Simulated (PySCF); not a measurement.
Electron correlation in Ho (holmium, neutral)

[Xe] 4f12 6s1, one real determinant (an excited configuration). All numbers are calculated (PySCF 2.14, scalar relativity by spin-free X2C-1e, in x2c-TZVPPall (11s7p7d4f2g, 113 functions)). Frozen: [Ar] 3d10; 39 electrons correlated.

MP2 pair energies summed by pair of shells (mhartree):

```json
{"pair": "4f-4f", "energy": "-604.97", "share (%)": "33.3"}
{"pair": "4d-4f", "energy": "-344.63", "share (%)": "19.0"}
{"pair": "4f-5p", "energy": "-285.09", "share (%)": "15.7"}
{"pair": "5p-5p", "energy": "-121.05", "share (%)": "6.7"}
{"pair": "4d-4d", "energy": "-111.39", "share (%)": "6.1"}
{"pair": "4f-5s", "energy": "-63.98", "share (%)": "3.5"}
{"pair": "4p-4f", "energy": "-50.45", "share (%)": "2.8"}
{"pair": "4d-5p", "energy": "-48.38", "share (%)": "2.7"}
{"pair": "4p-4d", "energy": "-40.16", "share (%)": "2.2"}
{"pair": "5s-5p", "energy": "-32.51", "share (%)": "1.8"}
{"pair": "4d-5s", "energy": "-22.93", "share (%)": "1.3"}
{"pair": "4s-4f", "energy": "-18.68", "share (%)": "1.0"}
{"pair": "4s-4d", "energy": "-17.65", "share (%)": "1.0"}
{"pair": "5p-6s", "energy": "-11.59", "share (%)": "0.6"}
{"pair": "4p-4p", "energy": "-10.10", "share (%)": "0.6"}
{"pair": "4f-6s", "energy": "-9.16", "share (%)": "0.5"}
{"pair": "4p-5p", "energy": "-7.09", "share (%)": "0.4"}
{"pair": "5s-5s", "energy": "-6.18", "share (%)": "0.3"}
{"pair": "4s-4p", "energy": "-4.44", "share (%)": "0.2"}
{"pair": "4p-5s", "energy": "-4.04", "share (%)": "0.2"}
{"pair": "4s-4s", "energy": "-1.39", "share (%)": "0.1"}
{"pair": "4s-5p", "energy": "-0.77", "share (%)": "0.0"}
{"pair": "4s-5s", "energy": "-0.69", "share (%)": "0.0"}
{"pair": "4d-6s", "energy": "-0.64", "share (%)": "0.0"}
{"pair": "5s-6s", "energy": "-0.50", "share (%)": "0.0"}
{"pair": "4p-6s", "energy": "-0.09", "share (%)": "0.0"}
{"pair": "4s-6s", "energy": "-0.01", "share (%)": "0.0"}
```

Total MP2 correlation energy: -1818.6 mhartree.

Same-spin part -699.25 and opposite-spin part -1119.3 mhartree; SCS-MP2 scales them by 1/3 and 6/5 to -1576.2 mhartree.

The reference is one real determinant that mixes LS terms of this configuration.

This basis was not built for core-valence correlation, so the inner-shell part is incomplete.
